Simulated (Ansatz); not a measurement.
A run for Ansatz (a quantum-chemistry and plane-wave program): U-CCSD(T)/cc-pVDZ on BeH3N (SMILES [BeH][NH2]), a point of a bond scan (R = 2.722 Å).

Ansatz 0.2 input:
```yaml
crystal:
  periodic: [false, false, false]
  atoms:
    - {symbol: Be, position_ang: [-0.55549601, -0.10298035, -0.76701060]}
    - {symbol: H, position_ang: [-1.33100906, -0.24674845, -1.83781348]}
    - {symbol: N, position_ang: [0.31947459, 0.05922564, 0.44112000]}
    - {symbol: H, position_ang: [2.27885617, -1.66966614, 1.20288191]}
    - {symbol: H, position_ang: [0.27149950, 0.82519504, 1.09476189]}
basis:
  gaussian:
    orbitals: cc-pVDZ
correlation: {method: ccsd_t, electrons: outside_noble_gas}
scf: {omitted_lower_state_checks: [cluster_reference]}
magnetization: {spin_polarized: true, initial_magnetization: 0}
```

It printed:

```
WARN ansatz: RAYON_NUM_THREADS=1 ignored (pool sized by the plan → 1); use --threads N
Functional definition: HF
these checks for a lower state are left out or cut short: cluster_reference
integrals: 0.02 GiB planned
396 factors; integrals over basis functions are off by at most 1.3e-3 eV
mean field: 0.07 GiB planned
mean field evaluation 1: about -1911.4635 eV, gradient 3.3e1 eV
mean field evaluation 2: about -1911.5131 eV, gradient 3.3e1 eV
mean field evaluation 4: about -1919.7782 eV, gradient 3.3e0 eV
mean field evaluation 8: about -1920.0253 eV, gradient 1.6e-1 eV
mean field evaluation 16: about -1920.0247 eV, gradient 1.3e-3 eV
mean field evaluation 32: about -1924.1230 eV, gradient 6.6e0 eV
mean field evaluation 64: about -1924.3565 eV, gradient 3.1e-3 eV
mean field evaluation 96: about -1923.9904 eV, gradient 7.0e-1 eV
mean field evaluation 128: about -1923.9577 eV, gradient 6.8e-6 eV
mean field evaluation 160: about -1921.3384 eV, gradient 9.3e0 eV
mean field -1924.35654465 eV, -70.7187986400 hartree, gradient 8.8e-7 eV, S^2 1.006217; 14 other end points of the search recorded, 0 dependent functions left out
2 core orbitals not correlated
reference -1924.35654465 eV, -70.7187986400 hartree; 5, 5 occupied and 36, 36 virtual orbitals, 396 factors
second order -4.79153673 eV of doubles, -0.00000000 eV of singles
coupled cluster: 0.09 GiB planned
cycle   1  -5.26247877 eV  change   -4.7e-1 eV  update   5.6e-2
cycle   2  -5.43771949 eV  change   -1.8e-1 eV  update   1.9e-2
cycle   3  -5.47297376 eV  change   -3.5e-2 eV  update   9.8e-3
cycle   4  -5.47185582 eV  change    1.1e-3 eV  update   3.9e-3
cycle   5  -5.47159496 eV  change    2.6e-4 eV  update   1.4e-3
cycle   6  -5.47210911 eV  change   -5.1e-4 eV  update   7.1e-4
cycle   7  -5.47218416 eV  change   -7.5e-5 eV  update   4.1e-4
cycle   8  -5.47228416 eV  change   -1.0e-4 eV  update   2.9e-4
cycle   9  -5.47231229 eV  change   -2.8e-5 eV  update   2.5e-4
cycle  10  -5.47235389 eV  change   -4.2e-5 eV  update   2.1e-4
cycle  11  -5.47240566 eV  change   -5.2e-5 eV  update   1.4e-4
cycle  12  -5.47238206 eV  change    2.4e-5 eV  update   4.9e-5
cycle  13  -5.47235254 eV  change    3.0e-5 eV  update   2.0e-5
cycle  14  -5.47234703 eV  change    5.5e-6 eV  update   7.3e-6
coupled cluster: 0.09 GiB planned
perturbative correction -0.10947333 eV, -0.0040230708 hartree
Total energy: -1929.93836501 eV, -70.9239267549 hartree
Checks for a lower state left out: cluster_reference
```

Self-consistency was reached. Its determinant has ⟨S²⟩ = 1.01, a mixture of spin states.

Cost: very roughly 1.8 core-seconds.
